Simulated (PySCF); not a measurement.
SeO: energy against distance

Set-up: basis Se aug-pcseg-1, O aug-pcseg-1; no relativity; PySCF 2.14. Energies in eV from Se + O in their ground configurations at the same level. State: ³Σ⁻ (triplet), unpaired electrons π ↑↑.

All columns are r²SCAN. A positive dipole means Se(−)O(+).

| R (Å) | E (eV) | μ (D) | Mulliken charge on Se (basis-dependent) | HOMO (eV) | LUMO (eV) | Mayer bond order | ⟨S²⟩ |
| --- | --- | --- | --- | --- | --- | --- | --- |
| 1.434 | -2.710 | -1.35 | 0.75 | -5.87 | -3.64 | 1.36 | 2.01 |
| 1.500 | -3.714 | -1.57 | 0.74 | -6.12 | -3.91 | 1.40 | 2.01 |
| 1.567 | -4.279 | -1.76 | 0.72 | -6.36 | -4.17 | 1.45 | 2.01 |
| 1.617 | -4.492 | -1.87 | 0.70 | -6.52 | -4.35 | 1.48 | 2.01 |
| 1.667 | -4.570 | -1.97 | 0.68 | -6.68 | -4.53 | 1.52 | 2.01 |
| 1.717 | -4.544 | -2.06 | 0.66 | -6.83 | -4.70 | 1.56 | 2.01 |
| 1.784 | -4.389 | -2.16 | 0.63 | -7.02 | -4.91 | 1.62 | 2.01 |
| 1.867 | -4.063 | -2.24 | 0.58 | -7.22 | -5.14 | 1.69 | 2.01 |
| 1.967 | -3.557 | -2.31 | 0.52 | -7.43 | -5.40 | 1.76 | 2.01 |
| 2.100 | -2.800 | -2.34 | 0.43 | -7.64 | -5.68 | 1.83 | 2.02 |

A fit through these points gives, at Re = 1.678 Å, μ = -1.99 D and dμ/dR = -1.80 D/Å; the reduced mass is 13.33 u.

How strong is the fundamental in the double-harmonic approximation, I = 42.26·(dμ/dR)²/μred km/mol?

I = 42.26·(-1.80)²/13.33 = 10.3 km/mol at r²SCAN.

Spin–orbit coupling is left out. The state was picked by a PBE0 search and need not be the measured ground state.
